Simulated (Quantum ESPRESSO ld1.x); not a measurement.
Question: These are the eigenvalues of the occupied orbitals of an atom or ion with whole-number occupations (hartree). Method: scalar-relativistic Kohn-Sham, PBEsol, spin-unpolarised, spherical densities, point nucleus; computed with ld1.x of Quantum ESPRESSO 7.5.

orbital  eigenvalue
1s         -351.314
2s         -44.0910
2p         -38.4381
3s         -6.27376
3p         -4.58887
3d         -1.86279

Which element is it, and in what charge state? The configuration may be excited.

Answer: Z = 30, zinc, charge +3: Zn3+ in [Ar] 3d9. The list shows which subshells hold electrons but not how many an open one holds; the 1s level, -351.31 hartree, gives Z - s = 26.5 by -(Z - s)^2/2, which with screening and relativity narrows Z to a few neighbours, and the depths of the outer levels then fix element, charge and occupations together.
